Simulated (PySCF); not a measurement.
Acid–base and redox partners of C=N. All species are isolated molecules in the gas phase. Strings in code marks are SMILES.

These are TPSSh-D3(BJ)/def2-TZVP // PBE0-D3(BJ)/def2-TZVP (PySCF) values and carry that method's errors. 

```tsv
species	dipole moment (D)
neutral parent (`C=N`)	1.98
proton added at N2 (`C=[NH2+]`)	–
H atom removed from C1 (`[H]/[C]=N\[H]`)	___
H atom removed from N2 (`C=[N]`)	2.45
```

### Question
Some entries are withheld; supply them.

### Answer

- H atom removed from C1 (`[H]/[C]=N\[H]`), dipole moment (D): 2.20
